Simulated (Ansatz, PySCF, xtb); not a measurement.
Energy difference R1 + R2 → P1 + P2, each structure at its B3LYP-D3(BJ)/def2-TZVP stationary point, reached from a drawn start (curvature not checked).
R1, SiH4 (SMILES [SiH4]) (charge 0, multiplicity 1):
```xyz
5

Si     0.00000    -0.00002     0.00000
H     -0.16918     1.22342    -0.81594
H     -0.74394     0.14788     1.27117
H      1.43702    -0.20474     0.29024
H     -0.52390    -1.16663    -0.74546
```
P1, Si2H6 (SMILES [SiH3][SiH3]) (charge 0, multiplicity 1):
```xyz
8

Si    -1.16612     0.11852    -0.01750
Si     1.16612    -0.11852     0.01750
H     -1.76299    -0.81183    -1.00642
H     -1.53668     1.50595    -0.38830
H     -1.73391    -0.18252     1.31920
H      1.53668    -1.50595     0.38830
H      1.76299     0.81183     1.00642
H      1.73391     0.18252    -1.31920
```
R2: BrH3Si (SMILES [SiH3]Br), charge 0, multiplicity 1.
P2: HBr (SMILES Br), charge 0, multiplicity 1.

P less R. No zero-point or thermal terms; no spin–orbit coupling.

Frozen-core correlation throughout. In cc and def2 sets filled d and f shells under p-block atoms count as core.

Run with Ansatz (a quantum-chemistry and plane-wave program); PySCF for the D3/D4 terms; xtb for the GFN methods. Each number belongs to the level named beside it.

Task: One of these levels gives 0.853 eV for the reaction energy. Name it.
A) SCS-MP2/def2-TZVPP
B) PBE-D4/def2-TZVPP
C) BLYP-D3(BJ)/def2-TZVPP
D) GFN1-xTB

Result: C, BLYP-D3(BJ)/def2-TZVPP. The others give 2.233 (GFN1-xTB), 0.756 (PBE-D4/def2-TZVPP), 1.004 (SCS-MP2/def2-TZVPP)
